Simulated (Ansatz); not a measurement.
C4H7Al, SMILES `CC1=[CH][AlH][CH2]1`, relaxed with RKS PBE-D4/def2-SVP in Ansatz from a rough embedded geometry. The force threshold is 0.03 eV/Å; the program also tests the step.

The species carries charge 0 and has multiplicity 1.

Start:

```xyz
12

C    -1.146   -0.679    1.270
C    -0.200   -0.070    0.326
C     0.800    0.825    0.494
Al    1.548    0.885   -1.375
C     0.048   -0.271   -1.165
H    -1.815    0.187    1.701
H    -0.657   -1.190    2.071
H    -1.837   -1.320    0.697
H     1.208    1.390    1.409
H     2.556    1.477   -2.350
H     0.306   -1.316   -1.346
H    -0.811    0.082   -1.730
```

**Question.** How much energy does the relaxation release, and in how many steps? (Estimate.)

**Answer.** The calculation gave: 159.57 kJ/mol, in 14 steps, 2 of them rejected.

**Question.** Which bonds change most? (An estimate is asked.)

**Answer.** The calculation gave: C3–Al4 from 2.014 to 1.926 Å; Al4–H10 from 1.522 to 1.606 Å; Al4–C5 from 1.905 to 1.988 Å.

**Question.** Give the relaxed structure. (Estimate.)

**Answer.** The calculation gave: 
```xyz
12

C    -1.060   -0.571    1.189
C    -0.023   -0.002    0.260
C     1.079    0.743    0.615
Al    1.509    0.873   -1.257
C    -0.147   -0.228   -1.256
H    -2.062   -0.155    0.944
H    -0.840   -0.363    2.255
H    -1.147   -1.670    1.049
H     1.308    0.989    1.664
H     2.584    1.519   -2.259
H    -0.106   -1.305   -1.532
H    -1.097    0.171   -1.673
```
